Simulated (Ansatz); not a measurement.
Relaxation of CH$_{9}$ClSi$_{3}$ (14 atoms, charge 0, multiplicity 1), to a largest force component of 0.02 eV/Å in at most 40 steps.

Method: Ansatz, RKS PBE0-D4/STO-3G.

```xyz
14
Properties=species:S:1:pos:R:3
Si -1.550 0.549 0.187
C 0.153 0.424 -0.281
Si 1.102 0.240 1.230
Si 0.428 -1.068 -1.288
Cl 0.701 1.847 -1.208
H -1.844 1.809 1.018
H -2.446 0.734 -1.014
H -2.064 -0.560 0.934
H 1.016 1.438 2.178
H 2.587 0.076 0.983
H 0.711 -0.944 2.066
H -0.067 -2.296 -0.550
H 1.720 -1.275 -1.699
H -0.459 -1.003 -2.527
```

Task: Where does it end, and by what steps?

Result: It converged. Limits of this set-up: minimal basis. After 4 steps the energy has fallen by 1.264 eV; Si1 moved furthest, 0.16 Å.

```tsv
step	energy less start (eV)	largest force component (eV/Å)	accepted
0	0.0000	5.403	yes
1	-1.1446	1.051	yes
2	-1.2293	0.763	yes
3	-1.2630	0.068	yes
4	-1.2637	0.009	yes
```

```xyz
14
Properties=species:S:1:pos:R:3
Si -1.690 0.623 0.197
C 0.129 0.340 -0.216
Si 1.204 0.247 1.331
Si 0.381 -1.146 -1.350
Cl 0.700 1.848 -1.176
H -1.838 1.809 1.004
H -2.462 0.749 -1.015
H -2.161 -0.521 0.942
H 1.028 1.435 2.131
H 2.591 0.098 0.966
H 0.787 -0.905 2.095
H -0.044 -2.328 -0.638
H 1.775 -1.276 -1.696
H -0.413 -1.001 -2.545
```

The run took 15 s on 1 thread of Arm Neoverse V1, on a shared host, peak memory 0.12 GiB.
